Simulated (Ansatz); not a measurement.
System: GeBr, charge 0, multiplicity 2. SMILES: [Ge][Br]
Coordinates optimised at B3LYP-D3(BJ)/def2-TZVP (Ansatz, a program for electronic structure):
```xyz
2

Ge     0.0000     0.0000    -1.2291
Br     0.0000     0.0000     1.1237
```
Charge 0, spin multiplicity 2.

Property: vertical ionisation energy (to the singlet state of charge +1; each state is the SCF solution reached for its spin), in eV. Valence correlation only, unless marked. UHF or UKS for open shells. No spin-orbit coupling. The frozen core is the preceding noble-gas configuration, with the filled d and f shells of earlier blocks. Non-relativistic. CBS marks a two-point X^-3 extrapolation of the correlation energy; Hartree-Fock from the larger set.

CCSD(T)/CBS(aug-cc-pVTZ,aug-cc-pVQZ) (Ansatz) gives 7.41 eV.

**Question.** Another calculation gave 7.42 eV. Which level was it?
(A) CAM-B3LYP/def2-TZVPD (Ansatz)
(B) PBE/def2-TZVPD (Ansatz)
(C) B3LYP/def2-TZVPD (Ansatz)

**Answer.** C, B3LYP/def2-TZVPD (Ansatz). The others give 7.29 (PBE), 7.55 (CAM-B3LYP) eV.
